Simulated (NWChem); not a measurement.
System: GeF, doublet; SMILES [F][Ge]

NWChem input:

```
start job
memory heap 200 mb stack 900 mb global 1100 mb
geometry units angstroms noautosym nocenter noautoz
  Ge     0.000000     0.000000    -0.381612
  F      0.000000     0.000000     1.407101
end
basis spherical
  * library aug-cc-pvdz
end
dft
  odft
  mult 2
  xc b3lyp
  iterations 150
end
tddft
  cis
  nroots 6
end
task tddft energy
```

Output (shortened):

```
             Northwest Computational Chemistry Package (NWChem) 7.3.0
             --------------------------------------------------------

                             Geometry "geometry" -> ""
                             -------------------------

 Output coordinates in angstroms (scale by  1.889725989 to convert to a.u.)

  No.       Tag          Charge          X              Y              Z
 ---- ---------------- ---------- -------------- -------------- --------------
    1 Ge                  32.0000     0.00000000     0.00000000    -0.38161200
    2 F                    9.0000     0.00000000     0.00000000     1.40710100

 Effective nuclear repulsion energy (a.u.)      85.2026276501

                                 NWChem DFT Module
                                 -----------------

 Summary of "ao basis" -> "ao basis" (spherical)
 ------------------------------------------------------------------------------
       Tag                 Description            Shells   Functions and Types
 ---------------- ------------------------------  ------  ---------------------
 Ge                       aug-cc-pvdz               14       36   6s5p3d
 F                        aug-cc-pvdz                9       23   4s3p2d

            General Information
            -------------------
          SCF calculation type: DFT
          Wavefunction type:  spin polarized.
          No. of atoms     :     2
          No. of electrons :    41
           Alpha electrons :    21
            Beta electrons :    20
          Charge           :     0
          Spin multiplicity:     2
          Use of symmetry is: off; symmetry adaption is: off
          Maximum number of iterations: 150
          AO basis - number of functions:    59
                     number of shells:    23
          Convergence on energy requested:  1.00D-06
          Convergence on density requested:  1.00D-05
          Convergence on gradient requested:  5.00D-04

              XC Information
              --------------
                         B3LYP Method XC Potential
                     Hartree-Fock (Exact) Exchange  0.200
                        Slater Exchange Functional  0.800 local
                    Becke 1988 Exchange Functional  0.720 non-local
              Lee-Yang-Parr Correlation Functional  0.810
                  VWN I RPA Correlation Functional  0.190 local

             Grid Information
             ----------------
          Grid used for XC integration:  medium
          Radial quadrature: Mura-Knowles
          Angular quadrature: Lebedev.
          Tag              B.-S. Rad. Rad. Pts. Rad. Cut. Ang. Pts.
          ---              ---------- --------- --------- ---------
          Ge                  1.25      112          11.0       590
          F                   0.50       49          10.0       434
          Grid pruning is: on
          Number of quadrature shells:   161
          Spatial weights used:  Erf1

      Superposition of Atomic Density Guess
      -------------------------------------

 Sum of atomic energies:       -2174.66689981

      Non-variational initial energy
      ------------------------------

 Total energy =   -2174.515403
 1-e energy   =   -3203.026361
 2-e energy   =     943.308330
 HOMO         =      -0.060045
 LUMO         =      -0.060045

   convergence    iter        energy       DeltaE   RMS-Dens  Diis-err
 ---------------- ----- ----------------- --------- --------- ---------
 d= 0,ls=0.0,diis     1  -2176.7907885409 -2.26D+03  1.34D-02  1.44D-01
                                                     1.28D-02  1.38D-01
 d= 0,ls=0.0,diis     2  -2176.3325133267  4.58D-01  7.63D-03  1.39D+00
                                                     7.91D-03  1.44D+00
 d= 0,ls=0.0,diis     3  -2176.8698397896 -5.37D-01  5.97D-04  1.21D-03
                                                     6.62D-04  1.33D-03
 d= 0,ls=0.0,diis     4  -2176.8705081577 -6.68D-04  1.54D-04  1.33D-04
                                                     8.27D-05  1.20D-04
 d= 0,ls=0.0,diis     5  -2176.8705681827 -6.00D-05  3.37D-05  2.98D-06
                                                     4.76D-05  3.41D-06
  Resetting Diis
 d= 0,ls=0.0,diis     6  -2176.8705705447 -2.36D-06  1.20D-05  2.54D-07
                                                     7.65D-06  2.07D-07
 d= 0,ls=0.0,diis     7  -2176.8705707118 -1.67D-07  2.69D-06  1.29D-08
                                                     3.89D-06  1.55D-08

[...]

                                NWChem TDDFT Module
                                -------------------

            General Information
            -------------------
           No. of orbitals :     118
            Alpha orbitals :      59
             Beta orbitals :      59
        Alpha frozen cores :       0
         Beta frozen cores :       0
     Alpha frozen virtuals :       0
      Beta frozen virtuals :       0
         Spin multiplicity :       2
    Number of AO functions :      59
        Use of symmetry is : off
      Symmetry adaption is : off
         Schwarz screening :  0.10D-07

              XC Information
              --------------
                  B3LYP Method XC Potential
              Hartree-Fock (Exact) Exchange   0.20
                 Slater Exchange Functional   0.80 local
             Becke 1988 Exchange Functional   0.72 non-local
       Lee-Yang-Parr Correlation Functional   0.81
           VWN I RPA Correlation Functional   0.19 local

             TDDFT Information
             -----------------
          Calculation type : Tamm-Dancoff TDDFT
         Wavefunction type : Unrestricted
          No. of electrons :      41
           Alpha electrons :      21
            Beta electrons :      20
              No. of roots :       6
          Max subspacesize :    5200
            Max iterations :     100
               Target root :       1
           Target symmetry : none
      Symmetry restriction : off
                 Algorithm : Optimal
        Davidson threshold :  0.10D-03

    6 smallest eigenvalue differences (eV)
--------------------------------------------------------
  No. Spin  Occ  Vir  Irrep   E(Occ)    E(Vir)   E(Diff)
--------------------------------------------------------
    1    1   21   22 a        -0.181    -0.122     1.598
    2    1   21   23 a        -0.181    -0.029     4.117
    3    1   21   24 a        -0.181     0.013     5.254
    4    1   21   25 a        -0.181     0.033     5.799
    5    1   21   26 a        -0.181     0.036     5.900
    6    1   21   27 a        -0.181     0.063     6.636
--------------------------------------------------------

  Entering Davidson iterations
  Unrestricted

  Iter   NTrls   NConv    DeltaV     DeltaE      Time
  ----  ------  ------  ---------  ---------  ---------
    1      6       0     0.38E-01   0.10+100       18.4
    2     12       0     0.12E-01   0.16E-02       18.5
    3     18       1     0.46E-02   0.12E-03       18.7
    4     23       4     0.11E-02   0.40E-04       18.3
    5     25       4     0.31E-03   0.30E-05       17.6
    6     27       5     0.10E-03   0.19E-06       17.5
    7     28       6     0.91E-04   0.20E-07       17.3
  ----  ------  ------  ---------  ---------  ---------
  Convergence criterion met

  Ground state a       -2176.870570711816 a.u.
  <S2> =   0.7525

  ----------------------------------------------------------------------------
  Root   1         a              0.001775962 a.u.                0.0483 eV
  <S2> =   0.7546
  ----------------------------------------------------------------------------
     Transition Moments    X  0.00000   Y  0.00000   Z -0.00000
     Dipole Oscillator Strength                    0.0000000000
     Electric Quadrupole                           0.0000000000
     Magnetic Dipole                               0.0000000158
     Total Oscillator Strength                     0.0000000158

     Occ.   21 alpha a   ---  Virt.   22 alpha a       -0.99850
  ----------------------------------------------------------------------------
  Root   2         a              0.102186685 a.u.                2.7806 eV
  <S2> =   0.7540
  ----------------------------------------------------------------------------
     Transition Moments    X -0.04021   Y -0.12839   Z  0.00000
     Dipole Oscillator Strength                    0.0012331266
     Electric Quadrupole                           0.0000000163
     Magnetic Dipole                               0.0000007663
     Total Oscillator Strength                     0.0012339092

     Occ.   21 alpha a   ---  Virt.   23 alpha a        0.99114
     Occ.   21 alpha a   ---  Virt.   27 alpha a       -0.11609
  ----------------------------------------------------------------------------
  Root   3         a              0.155398079 a.u.                4.2286 eV
  <S2> =   0.7541
  ----------------------------------------------------------------------------
     Transition Moments    X  0.32067   Y  1.02374   Z -0.00000
     Dipole Oscillator Strength                    0.1192292227
     Electric Quadrupole                           0.0000000510
     Magnetic Dipole                               0.0000001247
     Total Oscillator Strength                     0.1192293983

     Occ.   21 alpha a   ---  Virt.   24 alpha a       -0.99871
  ----------------------------------------------------------------------------
  Root   4         a              0.184050383 a.u.                5.0083 eV
  <S2> =   0.7543
  ----------------------------------------------------------------------------
     Transition Moments    X -0.00000   Y -0.00000   Z -0.00163
     Dipole Oscillator Strength                    0.0000003263
     Electric Quadrupole                           0.0000000942
     Magnetic Dipole                               0.0000000000
     Total Oscillator Strength                     0.0000004205

[...]
```

Level: B3LYP/aug-cc-pVDZ, spin-unrestricted, TDA. The state is orbitally degenerate and is run as one real component. All runs use the structure optimised with PBE0/def2-SVP, spin-unrestricted. No stability test was run on the SCF state.
